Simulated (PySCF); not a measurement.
SMILES [F][Ti-2]([F])([F])([F])([F])[F] (charge -2) at its CAM-B3LYP/def2-SVP optimised geometry (Å):

```
7

Ti     0.0000     0.0000     0.0000
F      0.0001    -1.8600     0.0007
F     -0.0001     1.8600     0.0000
F     -0.0028    -0.0013     1.8597
F      1.8602     0.0000     0.0000
F     -1.8602     0.0002    -0.0002
F      0.0029     0.0009    -1.8596
```

Computed with CAM-B3LYP/def2-TZVPD (PySCF).

Map of the electrostatic potential (hartree/e), clipped to [-0.38, -0.21] on the plane z = 0.8 Å:

```
|999999887766666667788999999|
|999988776655555556677889999|
|999887765543333345567788999|
|998876654332111233456678899|
|988766543210000012345667889|
|987665432100000001234566789|
|877654321000232000123456778|
|876543211000464000112345678|
|765432110001454100011234567|
|765321000124676421000123567|
|654310000269999962000013456|
|653200001499999994100002356|
|653100244699999996442001356|
|653100365799999997563001356|
|653100244699999996442001356|
|653200001499999994100002356|
|654310000269999962000013456|
|765321000124676421000123567|
|765432110001454100011234567|
|876543211000464000112345678|
|877654321000232000123456778|
|987665432100000001234566789|
|988766543210000012345667889|
|998876654332111233456678899|
|999887765543333345567788999|
|999988776655555556677889999|
|999999887766666667788999999|
```
Scale: ten equal steps from -0.381 (start of '0') to -0.206 (end of '9'), in the order '0123456789'; x runs from -4.00 to 4.00, y from -4.00 (bottom) to 4.00 (top).
